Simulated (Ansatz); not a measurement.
A series at Si: from `O[SiH2]N[SiH](O)O`, ligands are replaced one by one, each step taking up H–F and setting free H₂O; n counts the steps. Ansatz, PBE0-D4/def2-TZVP geometries. Each molecule was computed in one conformer, which needn't be the lowest.

| n | molecule | HOMO energy, ωB97M-V/def2-TZVPP (eV) |
| --- | --- | --- |
| 0 | `O[SiH2]N[SiH](O)O` | ? |
| 1 | `O[SiH](O)N[SiH2]F` | -10.69 |
| 2 | `O[SiH](F)N[SiH2]F` | -11.13 |
| 3 | `F[SiH2]N[SiH](F)F` | -11.46 |

Task: By hand: fit a straight line y = ȳ + b (n − n̄) to the 3 given rows and predict n = 0.

Result: n̄ = 2.000, ȳ = -11.093; Σ(n − n̄)(y − ȳ) = -0.770, Σ(n − n̄)² = 2.000, so b = -0.385 eV a step. Prediction: -11.093 + (-0.385) × (-2.000) = -10.32 eV.

Task: By hand: compare with the computed value, -10.28 eV, and give the steps along the whole series.

Result: The line misses by 0.04 eV (computed minus predicted). Steps: -0.41, -0.44, -0.33 eV.

The steps differ by up to 0.11 eV without a steady trend. The highest orbital can change its character along such a series. The miss is 3.4 % of the series' range.
